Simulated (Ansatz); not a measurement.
Reactions of C₂H₉AlSi (`C[SiH](C)[AlH2]`).

Computed with Ansatz on PBE0-D4/def2-TZVP structures; ΔE is electronic, products minus reactants. CBS: MP2 limit from def2 TZ/QZ plus the TZ coupled-cluster correction, frozen cores. This one scheme is used for every species, atoms too. Double bonds are as drawn, so ΔE can hold a change between cis and trans. No spin–orbit coupling; open shells (•) take unrestricted orbitals. Spin–orbit coupling would lower the free atoms: a little for Al, C, Si. For Ge outer-core shells are correlated without core-valence functions, so the limit isn't a true one: a few kJ/mol of doubt a bond, and 10 to 20 or more in all where bonds break to atoms. Scalar relativity is left out up to krypton. One conformer a species, not always the lowest.

Order these by ΔE at CCSD(T)/CBS, lowest first. (An estimate is asked.)
A. `C[SiH](C)[AlH2]` + `O[SiH2]O` → `O[SiH2][O][AlH2]` + `C[SiH2]C`
B. `C[SiH](C)[AlH2]` + `[SiH3][O][GeH2][SH]` → `C[SiH]([AlH2])O[SiH3]` + `[CH3][GeH2][SH]`
C. `C[SiH](C)[AlH2]` → Al• + 2 C• + 9 H• + Si•
D. `C[SiH](C)[AlH2]` + `C/C=C/N` → `C/C=C\[NH][AlH2]` + `C[SiH2]C`
E. `C[SiH](C)[AlH2]` → `[AlH3]` + `C[Si]C`
F. `C[SiH](C)[AlH2]` + CH₄ → `C[SiH](C)C` + `[AlH3]`
G. `C[SiH](C)[AlH2]` + CH₃OH → `CO[SiH](C)C` + `[AlH3]`
H. `C[SiH](C)[AlH2]` + `BN` → `B[NH][AlH2]` + `C[SiH2]C`

A (-41.3 kcal/mol), D (-27.9 kcal/mol), G (-25.6 kcal/mol), H (-22.1 kcal/mol), B (-12.1 kcal/mol), F (-0.2 kcal/mol), E (+53.7 kcal/mol), C (+1032.4 kcal/mol).

Largest T1 diagnostic: 0.018, for Al•.
